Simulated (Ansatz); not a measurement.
Species: C$_{10}$H$_{9}$BO, SMILES `Bc1cc(cc2-c(c1)ccc2)O` (charge 0, multiplicity 1), formula C₁₀H₉BO.

Question: How many basis functions does Ansatz (a quantum-chemistry and plane-wave program) with frozen-core CCSD(T)/cc-pVDZ // PBE0-D3(BJ)/def2-SVP use, how many core orbitals are frozen, and how many electrons are correlated?

Answer: 213 basis functions and 12 frozen orbitals, which leaves 58 correlated electrons. Core time is of the order of minutes.
